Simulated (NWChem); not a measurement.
System: GaN2H5; SMILES [NH2][GaH][NH2]

```xyz
8

Ga     0.0000     0.0000    -0.3399
H      0.0000     0.0000    -1.8970
N     -1.5508     0.0000     0.6004
H     -2.4641     0.0000     0.1659
H     -1.6173     0.0000     1.6099
N      1.5508     0.0000     0.6004
H      1.6173     0.0000     1.6099
H      2.4641     0.0000     0.1659
```
Atoms are numbered in this order, from 1.

All runs use the structure optimised with PBE0/def2-SVP.

**Question.** Give the principal values of the shielding tensors (ppm) of Ga1, N3 from PBE0/pcSseg-1, GIAO (NWChem), with their diamagnetic and paramagnetic parts as GIAO splits them.

**Answer.** 
```
atom     σ11     σ22     σ33  isotropic  diamagnetic  paramagnetic
----  ------  ------  ------  ---------  -----------  ------------
Ga1   1256.5  1361.3  1454.9     1357.6       2641.0       -1283.4
N3     197.6   231.4   271.3      233.4        319.2         -85.7
```
